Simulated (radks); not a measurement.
Cl7+, configuration [Ne].

Method: non-relativistic Kohn-Sham, PBE, spin-polarised, spherical densities, point nucleus; computed with a radial shooting solver on a logarithmic mesh with Libxc functionals.

Energy parts (Ry):
| part | energy |
|---|---|
| total | -889.92118 |
| kinetic | 889.16945 |
| electron-nucleus | -2012.27786 |
| Hartree | 282.48830 |
| exchange-correlation | -49.30108 |

Orbitals (lengths in bohr, moments of r in powers of bohr; r(max) is where P^2 peaks):
| orbital | occ. | eigenvalue (Ry) | r(max) |
|---|---|---|---|
| 1s | 2 | -211.6247 | 0.05990 |
| 2s | 2 | -28.04814 | 0.3618 |
| 2p | 6 | -23.74431 | 0.3000 |

The highest occupied level is 2p at -323.06 eV. The electron density at the nucleus is 3207 e/bohr^3. For comparison, the ionisation energy in NIST's Atomic Spectra Database is 348.31 eV (measured). In exact Kohn-Sham theory the highest level is minus the ionisation energy, but local and semilocal functionals leave it too shallow, through self-interaction and a potential that decays too fast; potentials with the right tail come closer.
